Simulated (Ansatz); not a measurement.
**Relaxing a trial structure of C2H2BrF3**

The starting geometry of this gas-phase singlet was optimised with GFN2-xTB; its bonds are those of `FC(F)[C@H](F)Br`.

```xyz
8

C    -1.1168   -0.1886    1.7361
C     0.0851   -0.3716    0.8004
Br    1.7272   -0.7192    1.7828
F    -1.0283   -0.9481    2.8377
F    -1.1778    1.0955    2.1420
F    -0.1512   -1.4027   -0.0400
H    -2.0551   -0.4374    1.2128
H     0.2319    0.5356    0.2024
```

Where would you expect an optimisation with BLYP-D3(BJ)/def2-SVP to take it?

It keeps its bonds, and is `FC(F)[C@H](F)Br`.

The energy falls by 0.10 eV over 9 steps:

```
step  E − E(last) (eV)
   1             0.103
   2             0.035
   3             0.019
   4             0.009
   5             0.003
   6             0.000
   7             0.000
   8             0.000
   9             0.000
```

Final geometry (Å):

```xyz
8

C    -1.1217   -0.1758    1.7377
C     0.0706   -0.3968    0.7902
Br    1.7806   -0.4726    1.7851
F    -1.1617   -1.1260    2.7125
F    -1.0172    1.0596    2.3154
F    -0.1318   -1.5560    0.0904
H    -2.0697   -0.2254    1.1524
H     0.1659    0.4565    0.0905
```

No frequencies were run, so the end isn't proven a minimum. Run with Ansatz 0.2.0, 39 s on 2 threads of Intel(R) Xeon(R) Processor @ 2.50GHz (Skylake/Cascade Lake), with other jobs on the host.
